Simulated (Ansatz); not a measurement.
`[CH3][GeH]([F])[SiH3]` + `F[SiH2][AlH][GeH3]` → `[SiH3][AlH][GeH3]` + `[CH3][GeH]([F])[SiH2]F`  (redistribution)

Gas-phase electronic energies from Ansatz, PBE0-D4/def2-TZVP geometries. CCSD(T)/CBS adds triple-zeta CCSD(T) − MP2 to the extrapolated MP2 energy (def2 sets, frozen cores). DFT in def2-TZVPP. B3LYP here is the variant with VWN-RPA as its local correlation; programs differ in this. For Ge outer-core shells are correlated without core-valence functions, which leaves a few kJ/mol of doubt a bond. Scalar relativity is left out up to krypton. One conformer a species, not always the lowest.

`[CH3][GeH]([F])[SiH3]`:

Cartesian coordinates in Å:
```
C -0.159 -0.637 1.695
Ge 0.519 -0.613 -0.126
F -0.128 -2.057 -0.889
Si -0.237 1.217 -1.461
H -1.248 -0.580 1.692
H 0.238 0.210 2.257
H 0.148 -1.561 2.187
H 2.051 -0.802 -0.160
H -1.722 1.272 -1.438
H 0.236 1.066 -2.860
H 0.302 2.485 -0.897
```

`F[SiH2][AlH][GeH3]`:

Cartesian coordinates in Å:
```
F 1.147 0.897 -3.179
Si 1.296 0.520 -1.618
Al -0.868 0.027 -0.544
Ge -0.874 -0.541 1.871
H 2.223 -0.646 -1.535
H 1.987 1.664 -0.955
H -2.239 0.073 -1.346
H 0.540 -0.702 2.460
H -1.634 -1.853 2.153
H -1.577 0.560 2.694
```

`[SiH3][AlH][GeH3]`:

```xyz
10

Si   -0.010   -0.968   -1.911
Al    0.692    0.724   -0.273
Ge   -0.285    0.646    2.006
H     0.277   -2.338   -1.392
H     0.654   -0.838   -3.239
H    -1.484   -0.889   -2.131
H     1.747    1.853   -0.651
H     0.007   -0.708    2.686
H    -1.822    0.772    1.952
H     0.225    1.747    2.955
```

`[CH3][GeH]([F])[SiH2]F`:

```xyz
11

C    -0.372   -1.261    1.256
Ge   -0.825    0.092   -0.062
F    -1.543    1.417    0.838
Si    1.046    1.028   -1.228
F     2.278    1.155   -0.206
H     0.021   -2.152    0.762
H     0.383   -0.875    1.941
H    -1.264   -1.534    1.820
H    -1.936   -0.382   -1.023
H     0.739    2.378   -1.761
H     1.471    0.134   -2.338
```

```json
{"level": "r2SCAN-D4", "ΔE (kcal/mol)": "-0.7"}
{"level": "ωB97X-V", "ΔE (kcal/mol)": "-0.5"}
{"level": "PBE", "ΔE (kcal/mol)": "-0.5"}
{"level": "r2SCAN", "ΔE (kcal/mol)": "-0.6"}
{"level": "B3LYP", "ΔE (kcal/mol)": "-0.3"}
{"level": "HF/def2-TZVPP", "ΔE (kcal/mol)": "-0.3"}
{"level": "MP2/def2-QZVPP", "ΔE (kcal/mol)": "-0.5"}
{"level": "HF/CBS(def2)", "ΔE (kcal/mol)": "-0.2"}
```

Question: What does CCSD(T)/CBS give? (Estimate.)

Answer: Ansatz gave: -0.4 kcal/mol. The listed levels differ from it by -0.3, -0.1, -0.1, -0.2, 0.1, 0.1, -0.1, 0.2 kcal/mol.

Largest T1 diagnostic among the species: 0.013.
